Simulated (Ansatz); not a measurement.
Calculated with Ansatz (gas phase, PBE0-D4/def2-TZVP geometries, no zero-point term in ΔE). CCSD(T)/CBS adds triple-zeta CCSD(T) − MP2 to the extrapolated MP2 energy (def2 sets, frozen cores). This one scheme is used for every species. DFT in def2-TZVPP. def2 core potentials past Kr. For Ga, Sn outer-core shells are correlated without core-valence functions, which leaves a few kJ/mol of doubt a bond. Scalar relativity is left out up to krypton.

`B[CH2][GaH2]` + `[CH3][SnH3]` → `[CH3][SnH2][GaH2]` + `BC`  (formal exchange of groups at a Ga–C bond)

CCSD(T)/CBS gives -28.9 kJ/mol.

(1) Another level gave -29.7 kJ/mol. Which?
A. BLYP/def2-TZVPP
B. LC-ωPBE/def2-TZVPP
C. B97M-V/def2-TZVPP
D. B2PLYP/def2-TZVPP

(2) What do rigid-rotor, harmonic-oscillator terms from PBE0-D4/def2-TZVP frequencies (298.15 K, 1 bar) make of the CCSD(T)/CBS value? (Estimate.)

Largest T1 diagnostic among the species: 0.013.

Answers

(1) D. B2PLYP -29.7, BLYP -34.5, LC-ωPBE -25.5, B97M-V -19.3 kJ/mol.

(2) Ansatz gave: ΔZPE = +5.1 kJ/mol, ΔH = -21.4 kJ/mol, ΔS = 18 J/(mol·K), ΔG = -26.8 kJ/mol. Modes under 50 cm⁻¹ make the entropy rough.

Leaving LDA and LC-ωPBE aside and taking each functional with its dispersion term where it has one, the values, not all of them listed here, spread over 16.1 kJ/mol, from BHLYP-D4 to B97M-V. LDA lies +8.5 kJ/mol from PBE without D4. In def2-TZVPP, CCSD(T) changes the Hartree–Fock value by +14.2 kJ/mol (the triples alone add +2.8 kJ/mol) and MP2 by +14.9 kJ/mol.
